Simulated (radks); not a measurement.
All-electron atom: the osmium ion Os+ in [Xe] 4f14 5d6 6s1.

All-electron calculation, Dirac Kohn-Sham, PBE, spin-unpolarised, spherical densities, point nucleus; open shells are shared between the two j in proportion to 2j + 1. Program: a radial shooting solver on a logarithmic mesh with Libxc functionals.

Energy parts (Ry):
total: -34562.8400
kinetic: 39246.6103
electron-nucleus: -86573.8390
Hartree: 13445.6816
exchange-correlation: -681.2928

Orbitals (lengths in bohr, moments of r in powers of bohr; r(max) is where P^2 peaks):
orbital  occ.  eigenvalue (Ry)       <r^4>   <1/r>   r(max)
1s1/2       2        -5422.595   5.119e-07   90.52  0.01102
2s1/2       2        -944.1714  0.00007579   22.11  0.06358
2p1/2       2        -903.8516  0.00004544   22.06  0.04710
2p3/2       4        -791.2933  0.00006780   18.31  0.05415
3s1/2       2        -220.1558    0.002782   8.115   0.1790
3p1/2       2        -202.1521    0.002444   8.027   0.1674
3p3/2       4        -177.6058    0.003286   7.055   0.1818
3d3/2       4        -147.5108    0.002210   6.951   0.1421
3d5/2       6        -142.1948    0.002417   6.724   0.1461
4s1/2       2        -46.92470     0.06429   3.419   0.4052
4p1/2       2        -39.37428     0.06965   3.308   0.4044
4p3/2       4        -33.60904     0.09339   2.970   0.4344
4d3/2       4        -21.23682      0.1167   2.760   0.4295
4d5/2       6        -20.16914      0.1278   2.680   0.4389
4f5/2       6         -4.51443      0.3133   2.257   0.4033
4f7/2       8         -4.30826      0.3346   2.225   0.4081
5s1/2       2         -7.30396       1.902   1.348   0.9146
5p1/2       2         -4.97979       2.859   1.219   0.9748
5p3/2       4         -4.08177       4.098   1.098    1.057
5d3/2     2.4         -1.08786       23.09  0.7654    1.330
5d5/2     3.6         -1.00768       27.25  0.7356    1.372
6s1/2       1         -0.96600       117.6  0.4568    2.399

The highest occupied level is 6s1/2 at -13.143 eV. The density falls to 0.001 e/bohr^3 at r = 4.17 bohr.
